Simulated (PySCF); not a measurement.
**What settings do to a single point of Pr2N2**

The sound run of Pr2N2 (singlet in the valence; each metal's 4f electrons, 2 of them, lie in its core potential, out of spins and levels) uses PySCF 2.14.0, RKS TPSS, Pr lcecp-1-SVP with ECP48, N def2-SVP; non-relativistic Hamiltonian with scalar-relativistic core potentials where named; density fitting; no spin-orbit coupling, grid (50, 194), threshold 1e-8 Eh and 55 cycles, at the relaxed geometry:

```xyz
4

Pr    0.0000    0.0000    1.5948
Pr    0.0000    0.0000   -1.5948
N     1.4189    0.0000    0.0000
N    -1.4189    0.0000    0.0000
```

There Pr1 has a Mulliken charge of 0.53 e and the dipole about the centre of mass is 0.00 D. Each run below changes one thing and starts from free metal ions and neutral atoms unless it says otherwise; with 55 cycles, smearing, a level shift and second-order steps follow where DIIS fails, and their cycles count. Energy shifts count from the sound run. On f atoms grids over 110 angular points are at least (60, 302).

| change | outcome | cycles | energy shift (eV) | largest force component (eV/Å) | charge on Pr1 (e) | dipole about the centre of mass (D) |
| --- | --- | --- | --- | --- | --- | --- |
| grid (10, 14) | converged | 13 | 4.26 | 1.61 | 0.53 | 0.00 |
| Pr2 put 0.8 Å from Pr1, limit 75 cycles | converged | 11 | 721.35 | 2242.92 | 0.69 | 5.68 |
| all coordinates × 1.12 | converged | 13 | 1.82 | 5.15 | 0.58 | 0.00 |

**Question.** How does the run with this change end: start from a density of up to 30 smeared cycles (not counted)?

**Answer.** outcome converged, cycles 10, energy shift (eV) 0.0000, largest force component (eV/Å) 0.01, charge on Pr1 (e) 0.53, dipole about the centre of mass (D) 0.00.

Unsound on purpose, so not properties of the compound: grid (10, 14); Pr2 put 0.8 Å from Pr1, limit 75 cycles.

Forces carry noise of the integration grid, about 0.01 to 0.03 eV/Å.

No frequency check is given that shows the relaxed geometry to be a minimum. An lcecp potential fixes the number of 4f electrons, so in runs with it no electron can move into or out of that shell.
